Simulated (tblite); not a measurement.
C₆H₇F₃N₂.
Z-matrix (Å and degrees, GFN2-xTB geometry), rows numbered from 1:
```
C 
C   1  1.4855
C   2  1.4117  1  127.90
C   3  1.3701  2  105.11  1  -179.81
N   4  1.3547  3  106.58  2     0.20
C   5  1.4294  4  128.21  3  -176.97
C   6  1.5317  5  111.51  4    71.07
F   7  1.3332  6  112.88  5    57.70
F   7  1.3409  6  111.95  5   -63.03
F   7  1.3412  6  111.01  5   177.98
N   2  1.3185  1  121.87  3  -179.83
H   1  1.0890  2  110.38  3    60.88
H   1  1.0888  2  110.30  3   -58.55
H   1  1.0858  2  109.41  3  -178.83
H   3  1.0704  2  127.29  1     0.16
H   4  1.0712  3  131.73  2  -179.61
H   6  1.0935  5  107.99  4  -170.34
H   6  1.0955  5  111.52  4   -49.10
```

All values are computed: GFN2-xTB (tblite) harmonic vibrations without scaling, gas phase. Against measured fundamentals such values can be off by several per cent, at times by over 20. One conformer, not necessarily the lowest.

Harmonic wavenumbers (cm⁻¹): 26.3, 47.3, 68.6, 89.3, 202.1, 223.3, 274.6, 315.0, 332.6, 380.0, 470.8, 474.7, 567.8, 595.3, 637.7, 671.0, 760.7, 792.4, 810.5, 820.8, 913.2, 979.5, 1005.6, 1028.7, 1036.3, 1059.5, 1071.9, 1080.9, 1165.0, 1168.8, 1187.5, 1288.5, 1337.7, 1384.0, 1392.9, 1397.8, 1430.8, 1468.8, 1469.7, 1471.4, 1564.8, 2950.7, 2992.0, 3010.4, 3021.8, 3064.7, 3171.9, 3188.4.

A = 2750, B = 621.7, C = 580.6 MHz; mass 164.056 u (most abundant isotopes); point group C1, symmetry number 1.

What is the zero-point energy?

½Σν̃ = 27932 cm⁻¹ = 334.14 kJ/mol.

Entropy at 400 K, 1 bar (ideal gas, RRHO, classical rotation)?

Translation 178.57, rotation 129.86, vibration 183.87: S = 492.3 J/(mol K).

And Cp and H(400 K) − H(0)?

Cp = 209.20 J/(mol K), of which vibrations give 175.94 (their classical limit is 48 R = 399.1); H(400 K) − H(0) = 49.42 kJ/mol without the zero-point energy, 36.12 from vibrations.

How do the functions run with temperature in this model?

```json
{"T (K)": "150", "S (J/(mol K))": "348.1", "Cp (J/(mol K))": "101.5", "H − H(0) (kJ/mol)": "10.47", "G − H(0) (kJ/mol)": "-41.75", "ln q(vib)": "4.30"}
{"T (K)": "250", "S (J/(mol K))": "410.0", "Cp (J/(mol K))": "144.8", "H − H(0) (kJ/mol)": "22.76", "G − H(0) (kJ/mol)": "-79.73", "ln q(vib)": "7.14"}
{"T (K)": "298.15", "S (J/(mol K))": "437.3", "Cp (J/(mol K))": "166.3", "H − H(0) (kJ/mol)": "30.25", "G − H(0) (kJ/mol)": "-100.13", "ln q(vib)": "8.47"}
{"T (K)": "600", "S (J/(mol K))": "590.1", "Cp (J/(mol K))": "272.8", "H − H(0) (kJ/mol)": "98.09", "G − H(0) (kJ/mol)": "-255.97", "ln q(vib)": "16.59"}
{"T (K)": "900", "S (J/(mol K))": "712.5", "Cp (J/(mol K))": "329.0", "H − H(0) (kJ/mol)": "189.22", "G − H(0) (kJ/mol)": "-452.03", "ln q(vib)": "24.07"}
```

q(vib) and H(0) count from the zero-point level.

Blend soft modes into free rotors: weight 1/[1 + (100 cm⁻¹/ν̃)⁴] for the oscillator and the rest for a rotor with moment μB/(μ + B), μ = h/(8π²ν), B = 10⁻⁴⁴ kg m². What vibrational entropy results?

161.40 J/(mol K) in place of 183.87, which changes −T·S at 400 K by +8.99 kJ/mol.

Hindered rotation and anharmonicity are outside this model. Other conformers, if any are populated, would add a mixing term that is left out. The structure is chiral; the term R ln 2 for an equal mix with its mirror image is left out.
